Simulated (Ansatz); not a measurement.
Z-matrix (Å, degrees):
```
Si
C 1 1.873
O 1 1.637 2 111.2
O 1 1.639 2 108.0 3 122.6
H 1 1.477 2 111.1 3 -115.2
C 2 1.301 1 121.7 3 -126.1
H 2 1.098 1 118.3 3 54.0
H 3 0.959 1 117.6 2 66.5
H 4 0.960 1 115.4 2 3.5
H 6 1.082 2 140.7 1 -179.8
```

Total charge 0; spin multiplicity 2.

**Question.** List the CAM-B3LYP/def2-TZVPP orbital energies in eV (Ansatz). (Estimate.)

**Answer.** Computed: α occupied: -1801.75, -522.52, -522.47, -279.97, -278.96, -146.15, -101.51, -101.50, -101.46, -29.91, -29.36, -23.51, -18.35, -17.22, -16.01, -15.10, -14.14, -12.89, -11.78, -11.56, -11.16, -10.48, -9.96, -8.20. α empty: 0.42, 1.93, 2.16, 2.79, 3.25, 3.53, 3.79, 4.49. β occupied: -1801.74, -522.52, -522.46, -279.57, -278.99, -146.14, -101.50, -101.48, -101.45, -29.91, -29.35, -23.02, -18.02, -16.85, -15.99, -14.60, -13.91, -12.88, -11.75, -11.52, -10.99, -10.28, -9.74. β empty: -1.26, 0.71, 2.01, 2.24, 2.89, 3.31, 3.60, 3.85. ⟨S²⟩ = 0.760.
